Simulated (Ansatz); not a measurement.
Consider the ligand exchange at the Se–C bond: `C[Se]C(O)O` + `[SiH3][SeH]` → `C[Se][Se][SiH3]` + `OCO`.

Isolated molecules relaxed with PBE0-D4/def2-TZVP in Ansatz; ΔE leaves out vibrations. CCSD(T)/CBS adds triple-zeta CCSD(T) − MP2 to the extrapolated MP2 energy (def2 sets, frozen cores). This one scheme is used for every species. For Se outer-core shells are correlated without core-valence functions, which leaves a few kJ/mol of doubt a bond. Scalar relativity is left out up to krypton. One conformer a species, not always the lowest.

```csv
level,ΔE (kJ/mol)
MP2/def2-QZVPP,-55.2
HF/CBS(def2),-60.0
```

What does CCSD(T)/CBS give? (An estimate is asked.)

The calculation gave: -54.7 kJ/mol. The listed levels differ from it by -0.5, -5.3 kJ/mol.

Largest T1 diagnostic among the species: 0.011.

In def2-TZVPP, CCSD(T) changes the Hartree–Fock value by +10.1 kJ/mol (the triples alone add +0.6 kJ/mol) and MP2 by +7.4 kJ/mol. The D4 term adds −3.8 kJ/mol with B3LYP and −2.2 kJ/mol with PBE0; it sums over pairs of atoms, weighted by their polarisabilities, and B3LYP, whose exchange is more repulsive, gets the larger term.

B3LYP here is the variant with VWN-RPA as its local correlation; programs differ in this.
